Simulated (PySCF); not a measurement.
# Zn⁺: excitation energy

Zn⁺ [Ar] 3d10 4s1 (2S) → Zn⁺ [Ar] 3d9 4s1 4p1 (high-spin determinant), as a difference of total energies. Calculation: PySCF 2.14, in def2-QZVPPD (11s6p5d4f2g, 100 functions); the non-relativistic Hamiltonian (point nucleus). Correlated levels: valence: [Ar] frozen; valence and next inner shell: [Ne] frozen. The calculations carry no spin-orbit coupling.

| method | excitation energy (eV) |
| --- | --- |
| UHF | 11.103 |
| LDA | 14.418 |
| PBE | 13.859 |
| PBE0 | 13.373 |
| r2SCAN | 13.284 |
| MN15 | 14.277 |
| HSE06 | 13.359 |
| LC-wPBE | 13.480 |
| M06-L | 13.760 |
| MP2 (valence) | 13.947 |
| SCS-MP2 (valence) | 13.712 |
| MP2 (valence and next inner shell) | 14.391 |
| SCS-MP2 (valence and next inner shell) | 14.045 |

Question: How much does correlation contribute at MP2 (valence and next inner shell)?

Answer: 14.391 − (11.103) = 3.288 eV, measured against UHF.

A first-order spin-orbit estimate (lowest level to lowest level, LS coupling) adds -0.104 eV.

The determinant of the upper state mixes LS terms, which raises its energy above the lowest term, most at the Hartree-Fock and MP2 levels.
